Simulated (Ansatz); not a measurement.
Ansatz results at the PBE0-D4/def2-TZVP geometry: LUMO energy (PBE/def2-TZVPP) -3.90 eV; size of the dipole moment (B3LYP/def2-TZVPP) 3.25 D; LUMO energy (B3LYP/def2-TZVPP) -3.06 eV.

Each molecule was computed in one conformer, which needn't be the lowest.

(1) Which molecule gave them?
A. `C=CN=O`
B. `[Ag][Ag]`
C. `C1=NCO1`
D. `CC(=O)C=C(C)C`

Results:

(1) A. The others give `C1=NCO1`: -1.02, 0.99, -0.27; `[Ag][Ag]`: -3.16, 0.00, -2.70; `CC(=O)C=C(C)C`: -2.28, 2.96, -1.52.

B3LYP here is the variant with VWN-RPA as its local correlation; programs differ in this.
